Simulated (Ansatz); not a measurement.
Total energies of ZnCl₂ from Ansatz at PBE-D4/def2-TZVP, gas phase (1 Eh = 27.2114 eV = 2625.5 kJ/mol). The reference geometry is relaxed at PBE-D4/def2-TZVP.

```
                 state   geometry  energy (Eh)
      charge 0 singlet  reference  -2699.29303
      charge 1 doublet  reference  -2698.89234
free Zn atom (singlet)          –  -1779.12986
free Cl atom (doublet)          –   -459.95840
```

Problem. Work out the vertical ionisation energy to the doublet.

Solution. E(charge 1 doublet) − E(charge 0 singlet) = -2698.89234 − (-2699.29303) = 0.40069 Eh = 10.90 eV. For comparison, −ε of the highest occupied level is 7.75 eV at this level, 3.15 eV less.

Problem. What is the binding energy per atom against free atoms?

Solution. Atoms: 1 × (-1779.12986) + 2 × (-459.95840) = -2699.04666 Eh. Binding: -2699.04666 − (-2699.29303) = 0.24637 Eh = 6.70 eV, or 2.23 eV for each of 3 atoms (no zero-point energy, no counterpoise term).

At PBE-D4/def2-TZVP the gap within one spin of the charge 1 doublet nearly closes, so an electron or hole may be smeared out by delocalisation error.
